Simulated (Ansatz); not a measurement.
One change: `N=C(O)O` becomes `N=[C](O)[GeH3]`.

Ansatz, PBE0-D4/def2-TZVP geometries, multiplicity 1. Each molecule was computed in one conformer, which needn't be the lowest.

Scalar relativity is left out up to krypton.

```
                                        property  `N=C(O)O`
             LUMO energy (B3LYP/def2-TZVPP) / eV      -0.05
               LUMO energy (PBE/def2-TZVPP) / eV      -0.52
           HOMO energy (ωB97M-V/def2-TZVPP) / eV     -10.22
size of the dipole moment (B3LYP/def2-TZVPP) / D       1.67
             HOMO energy (B3LYP/def2-TZVPP) / eV      -7.65
             HOMO–LUMO gap (PBE/def2-TZVPP) / eV       5.93
```

Question: What does the change do to each property? (Estimate.)

Answer: Computed: 
```tsv
property	`N=[C](O)[GeH3]`	shift
LUMO energy (B3LYP/def2-TZVPP) / eV	-0.40	-0.35
LUMO energy (PBE/def2-TZVPP) / eV	-1.17	-0.65
HOMO energy (ωB97M-V/def2-TZVPP) / eV	-10.06	0.16
size of the dipole moment (B3LYP/def2-TZVPP) / D	1.00	-0.67
HOMO energy (B3LYP/def2-TZVPP) / eV	-7.55	0.10
HOMO–LUMO gap (PBE/def2-TZVPP) / eV	5.19	-0.74
```

With PBE0 the HOMO rises by 0.12 eV and the LUMO falls by 0.51 eV, so the gap narrows by about 0.63 eV. PBE moves the HOMO by 0.09 eV and ωB97M-V by 0.16 eV. Dipoles are sizes alone; their direction can turn.

B3LYP here is the variant with VWN-RPA as its local correlation; programs differ in this.
